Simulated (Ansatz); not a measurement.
Gas-phase electronic energies from Ansatz, PBE0-D4/def2-TZVP geometries. CBS: MP2 limit from def2 TZ/QZ plus the TZ coupled-cluster correction, frozen cores. This one scheme is used for every species. Functionals use def2-TZVPP. def2 core potentials past Kr. For Sn outer-core shells are correlated without core-valence functions, which leaves a few kJ/mol of doubt a bond.

Reaction (stannylene formation by 1,1-elimination): `[F][SnH]([Cl])[Cl]` → `[F][Sn][Cl]` + HCl

| species | BHLYP-D4 energy (Eh) |
| --- | --- |
| `[F][SnH]([Cl])[Cl]` | -1235.23750 |
| `[F][Sn][Cl]` | -774.40608 |
| HCl | -460.81729 |

(1) Work out ΔE.

Largest T1 diagnostic among the species: 0.016.

Results:

(1) ΔE = (-774.40608) + (-460.81729) − (-1235.23750) = 0.01413 Eh = +0.38 eV. CCSD(T)/CBS gives +0.39 eV.

Leaving LDA and LC-ωPBE aside and taking each functional with its dispersion term where it has one, the values, not all of them listed here, spread over 0.54 eV, from BLYP-D4 to B97M-V. LDA lies +0.29 eV from PBE without D4. From BLYP to BHLYP (50 % exact exchange), in def2-TZVPP and without D4, ΔE moves by +0.45 eV. At CCSD(T), def2-SVP lies +0.04 eV from the extrapolated value and def2-TZVPP −0.00 eV.
